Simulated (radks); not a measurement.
Task: The table gives one normalised radial function P(r) = r R(r) of Mo3+ in [Ar] 3d10 4s1.5 4p6 4d3 4f0.5 (r in bohr). All-electron calculation, scalar-relativistic Kohn-Sham, PBE, spin-polarised, spherical densities, point nucleus; open shells are filled with parallel spins first (spin-orbit coupling, left out, can overturn this in heavy ions). Program: a radial shooting solver on a logarithmic mesh with Libxc functionals.

r,P
0.003864,0.0000
0.005195,0.0001
0.006984,0.0002
0.00939,0.0004
0.01252,0.0010
0.01684,0.0022
0.02264,0.0050
0.03044,0.0107
0.04092,0.0225
0.05458,0.0445
0.07338,0.0849
0.09865,0.1505
0.1326,0.2428
0.1769,0.3436
0.2378,0.4162
0.3198,0.3912
0.4299,0.2103
0.578,-0.1227
0.7709,-0.5031
1.036,-0.7987
1.394,-0.8596
1.874,-0.6802
2.519,-0.3926
3.36,-0.1609
4.517,-0.0398
6.073,-0.0051
8.165,-0.0003
10.98,0.0000

Which n and l does it have? It may be an empty orbital.

Result: n = 4, l = 2: the number of nodes gives n - l - 1 = 1, the rise at small r (about r^(l+1), flatter next to the nucleus through relativity) gives l, and the extent must fit the shell. The curve is that of 4d up; the table hardly tells the two spins apart. 4d up: eigenvalue -37.545 eV, 1 radial node at r = 0.524 bohr, <r> = 1.55 bohr, 90 % of the charge inside 2.37 bohr.
